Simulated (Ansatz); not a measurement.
Reaction (ligand exchange at the Si–C bond): `C/[C]([AlH2])=C\[SiH3]` + `C=CCS` → `C=CCS[SiH3]` + `C=[C](C)[AlH2]`

Program: Ansatz. Geometries: PBE0-D4/def2-TZVP. ΔE: electronic, gas phase. CCSD(T)/CBS adds triple-zeta CCSD(T) − MP2 to the extrapolated MP2 energy (def2 sets, frozen cores). Functionals use def2-TZVPP. B3LYP here is the variant with VWN-RPA as its local correlation; programs differ in this. One conformer a species, not always the lowest.

| level | ΔE (kJ/mol) | difference from CCSD(T)/CBS |
| --- | --- | --- |
| ωB97X-V | -66.6 | 0.9 |
| PBE | -64.6 | 2.9 |
| r2SCAN | -68.3 | -0.8 |
| B3LYP | -63.2 | 4.3 |
| MP2/def2-TZVPP | -68.9 | -1.4 |
| HF/def2-QZVPP | -66.5 | 1.0 |
| SCS-MP2/def2-QZVPP | -68.1 | -0.6 |
| HF/CBS(def2) | -66.5 | 1.0 |
| MP2/CBS(def2) | -72.1 | -4.6 |
| CCSD/CBS(def2) | -67.1 | 0.4 |
| CCSD(T)/CBS | -67.5 | 0 |

Largest T1 diagnostic among the species: 0.012.
